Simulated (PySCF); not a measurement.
## AsBr⁻: script and output

File input.py (PySCF 2.14):

```python
from pyscf import gto, scf
from pyscf.prop.polarizability import uhf as pol

mol = gto.M(
    atom='As 0 0 0; Br 0 0 2.748',
    basis='sbkjc',
    ecp={'As': 'sbkjc', 'Br': 'sbkjc'},
    charge=-1,
    spin=1,
    verbose=4,
)
mf = scf.UHF(mol)
mf.kernel()
print('polarizability (a.u.)')
print(pol.Polarizability(mf).polarizability().round(4))
mf.dip_moment()
print('orbital energies (hartree):', [e[max(0, n-3):n+3].round(4) for e, n in zip(mf.mo_energy, mol.nelec)])
```

```bash
$ python input.py
```

Output (some set-up lines and the per-cycle HOMO/LUMO lines with their warnings removed):

```
PySCF version 2.14.0

[INPUT] Symbol           X                Y                Z      unit          X                Y                Z       unit  Magmom
[INPUT]  1 As     0.000000000000   0.000000000000   0.000000000000 AA    0.000000000000   0.000000000000   0.000000000000 Bohr   0.0
[INPUT]  2 Br     0.000000000000   0.000000000000   2.748000000000 AA    0.000000000000   0.000000000000   5.192967390305 Bohr   0.0

nuclear repulsion = 6.73988441855895
number of shells = 8
number of NR pGTOs = 40
number of NR cGTOs = 16
basis = sbkjc
ecp = {'As': 'sbkjc', 'Br': 'sbkjc'}

******** <class 'pyscf.scf.uhf.UHF'> ********
method = UHF
initial guess = minao
damping factor = 0
level_shift factor = 0
DIIS = <class 'pyscf.scf.diis.CDIIS'>
SCF conv_tol = 1e-09
SCF max_cycles = 50
number electrons alpha = 7  beta = 6
init E= -18.3738221689

cycle= 1 E= -19.2144946210561  delta_E= -0.841  |g|= 0.0818  |ddm|= 1.73
cycle= 2 E= -19.2215721394021  delta_E= -0.00708  |g|= 0.0227  |ddm|=  0.2
cycle= 3 E= -19.2224867570037  delta_E= -0.000915  |g|= 0.0096  |ddm|= 0.0521
cycle= 4 E= -19.2227244602151  delta_E= -0.000238  |g|= 0.00313  |ddm|= 0.0366
cycle= 5 E= -19.222764257717  delta_E= -3.98e-05  |g|= 0.00156  |ddm|= 0.0143
cycle= 6 E= -19.2227801669454  delta_E= -1.59e-05  |g|= 0.000825  |ddm|= 0.0096
cycle= 7 E= -19.2227861555505  delta_E= -5.99e-06  |g|= 0.000382  |ddm|= 0.00705
cycle= 8 E= -19.2227874168673  delta_E= -1.26e-06  |g|= 0.000121  |ddm|= 0.00391
cycle= 9 E= -19.2227875041997  delta_E= -8.73e-08  |g|= 1.82e-05  |ddm|= 0.00118
cycle= 10 E= -19.2227875051584  delta_E= -9.59e-10  |g|= 5.03e-06  |ddm|= 7.53e-05
Extra cycle  E= -19.2227875052232  delta_E= -6.47e-11  |g|= 2.52e-06  |ddm|= 1.16e-05
converged SCF energy = -19.2227875052232  <S^2> = 0.7564365  2S+1 = 2.0064262
polarizability (a.u.)
Isotropic polarizability 31.715798885
Polarizability anisotropy 68.9453020794
[[ 6.0812 -1.7275  0.    ]
 [-1.7275 11.4932 -0.    ]
 [ 0.     -0.     77.573 ]]

WARN: System has nonzero charge -1; the dipole moment is origin-dependent.
Location of origin: [0. 0. 0.]

Dipole moment(X, Y, Z, Debye): -0.00000, -0.00000, -8.23068
orbital energies (hartree): [array([-0.1999, -0.1392, -0.0985,  0.194 ,  0.4632,  0.4749]), array([-0.2002, -0.195 , -0.0731,  0.2091,  0.2153,  0.4876])]
```

In short: E(SCF) = -19.222788 Eh, 10 cycles, ⟨S²⟩ = 0.756, α(xx, yy, zz) = 6.1, 11.5, 77.6 bohr³.

Wall time 0.66 s on one thread of a shared host.

At this level a UHF run with spin=3 ends 0.55 eV lower; the true order of the states can differ. The basis has no diffuse functions, which an anion needs. The bond length is a typed value, not an optimised one. The dipole of an ion depends on the origin. No search for the lowest solution was made.
